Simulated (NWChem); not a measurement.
Molecule: SiH2O, singlet; SMILES [SiH]O

```xyz
4

Si     0.1464    -0.6412     0.0000
H     -1.4122    -0.8561     0.0000
O      0.1406     1.0489     0.0000
H     -0.7300     1.4890     0.0000
```
Atoms are numbered in this order, from 1.

Level: PBE-D3(BJ)/def2-SVP (NWChem), optimised geometry, unscaled harmonic frequencies. Low-valent species are run as closed-shell singlets; no triplet was tried in these runs.

Q: List the harmonic frequencies with IR intensities, and the thermochemistry.

A: 
```json
[
 {"frequency (cm⁻¹)": "649", "IR intensity (km/mol)": "143.6"},
 {"frequency (cm⁻¹)": "679", "IR intensity (km/mol)": "114.1"},
 {"frequency (cm⁻¹)": "824", "IR intensity (km/mol)": "67.2"},
 {"frequency (cm⁻¹)": "930", "IR intensity (km/mol)": "56.2"},
 {"frequency (cm⁻¹)": "1844", "IR intensity (km/mol)": "402.8"},
 {"frequency (cm⁻¹)": "3715", "IR intensity (km/mol)": "71.2"}
]
```

```yaml
zero_point_energy: 12.3 kcal/mol
thermal correction to the enthalpy at 298.15 K (with zero-point energy): 15.0 kcal/mol
heat capacity Cv: 8.9 cal/(mol K)
entropy at 298.15 K and 1 atm (symmetry number 1): 58.1 cal/(mol K)
dipole_moment: 1.69 D
```

Rigid rotor and harmonic oscillator.
